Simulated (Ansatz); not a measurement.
Cost and result for the atomization energy of ClH7N2SSi2, SMILES `N[SiH2]S[SiH](N)Cl` (13 atoms, 12 bonds).

```xyz
13

N     0.0629    1.7325    1.0135
Si    1.1775    1.2552   -0.1861
S     0.3883    0.2198   -1.9243
Si   -0.8588   -1.1537   -0.9260
N    -0.1062   -1.6582    0.5247
Cl   -2.6671   -0.3682   -0.3200
H    -0.6075    2.4545    0.7987
H    -0.3691    1.0005    1.5577
H     2.1996    0.3856    0.4394
H     1.7952    2.4618   -0.7842
H    -1.2131   -2.1984   -1.9128
H     0.8469   -1.9864    0.4979
H    -0.6486   -2.1449    1.2214
```

Charge 0, multiplicity 1. All single points use the PBE0-D4/def2-TZVP geometry. It is one conformer, not always the lowest. Program: Ansatz. All runs use 2 threads of an AMD EPYC 7R13 on a shared host and a share of an NVIDIA H100 80 GB. Times are those of one run each, without the atoms' runs, and a repeat can differ threefold. Electronic energies, without spin–orbit coupling; frozen cores. CCSD(T)/CBS adds CCSD(T) − MP2 in def2-TZVPP to the MP2 limit, and its time is that of the two runs behind it. T1 = 0.011. B3LYP takes the VWN-RPA correlation (the form of Gaussian; ORCA's B3LYP/G).

CCSD(T)/CBS is a level of theory with its own doubt, some kJ/mol a heavy atom from the limit and from the frozen cores, so smaller differences don't rank the functionals.

```json
{"level": "PBE0-D4/def2-TZVPP", "functions": "328", "wall time": "3.6 s", "atomization (kJ/mol)": "4359.3", "difference from CCSD(T)/CBS": "-28.8", "per bond": "-2.4"}
{"level": "PBE-D4/def2-TZVPP (with forces)", "functions": "328", "wall time": "3.8 s", "atomization (kJ/mol)": "4421.4", "difference from CCSD(T)/CBS": "33.3", "per bond": "2.8"}
{"level": "r2SCAN-D4/def2-TZVPP (with forces)", "functions": "328", "wall time": "4.3 s", "atomization (kJ/mol)": "4373.2", "difference from CCSD(T)/CBS": "-14.9", "per bond": "-1.2"}
{"level": "B2PLYP/def2-TZVPP", "functions": "328", "wall time": "6 s", "atomization (kJ/mol)": "4305.5", "difference from CCSD(T)/CBS": "-82.6", "per bond": "-6.9"}
{"level": "B3LYP-D4/def2-TZVPP (with forces)", "functions": "328", "wall time": "6.5 s", "atomization (kJ/mol)": "4375.0", "difference from CCSD(T)/CBS": "-13.1", "per bond": "-1.1"}
{"level": "ωB97X-V/def2-TZVPP", "functions": "328", "wall time": "7 s", "atomization (kJ/mol)": "4419.4", "difference from CCSD(T)/CBS": "31.3", "per bond": "2.6"}
{"level": "MP2/def2-QZVPP", "functions": "604", "wall time": "7 s", "atomization (kJ/mol)": "4386.4", "difference from CCSD(T)/CBS": "-1.7", "per bond": "-0.1"}
{"level": "ωB97M-V/def2-TZVPP (with forces)", "functions": "328", "wall time": "12 s", "atomization (kJ/mol)": "4413.4", "difference from CCSD(T)/CBS": "25.3", "per bond": "2.1"}
{"level": "CCSD(T)/def2-TZVPP", "functions": "328", "wall time": "16 s", "atomization (kJ/mol)": "4229.8", "difference from CCSD(T)/CBS": "-158.3", "per bond": "-13.2"}
{"level": "CCSD(T)/CBS(def2)", "functions": "–", "wall time": "23 s", "atomization (kJ/mol)": "4388.1", "difference from CCSD(T)/CBS": "0.0", "per bond": "0.0"}
```

In def2-TZVPP, CCSD(T) changes the Hartree–Fock value by +1152.6 kJ/mol (the triples alone add +70.4 kJ/mol) and MP2 by +1215.0 kJ/mol; breaking electron pairs costs correlation energy, which Hartree–Fock lacks. The D4 term adds +72.0 kJ/mol with B3LYP and +38.4 kJ/mol with PBE0; it sums over pairs of atoms, weighted by their polarisabilities, and B3LYP, whose exchange is more repulsive, gets the larger term. From PBE to PBE0 (25 % exact exchange), in def2-TZVPP and without D4, the atomization energy moves by −56.1 kJ/mol: exact exchange takes away binding that semilocal exchange gives to molecules.
